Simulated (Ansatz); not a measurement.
Z-matrix (Å, degrees):
```
Si
C 1 1.7220
H 2 1.0849 1 124.53
H 2 1.0855 3 114.99 1 -179.86
H 1 1.4836 2 117.50 3 0.07
B 1 1.9664 5 123.25 2 179.90
H 6 1.1939 1 123.34 5 -0.11
H 6 1.1945 7 119.05 1 179.97
```
Charge 0, multiplicity 1.

All values below come from Ansatz (a quantum-chemistry and plane-wave program) with frozen-core CCSD(T)/def2-TZVPP // PBE0-D3(BJ)/def2-TZVP. The restricted HF reference is unstable towards unrestricted orbitals.

The HF energy comes out as -354.33677 Ha. The MP2 correlation energy comes out as -0.38968 Ha.

Estimate the CCSD correlation energy, the (T) correction, the total energy and the T1 diagnostic.


| Item | Value |
|---|---|
| CCSD correlation energy | -0.43185 Ha |
| (T) correction | -0.02010 Ha |
| CCSD(T) total energy | -354.78872 Ha |
| T1 diagnostic | 0.017 |
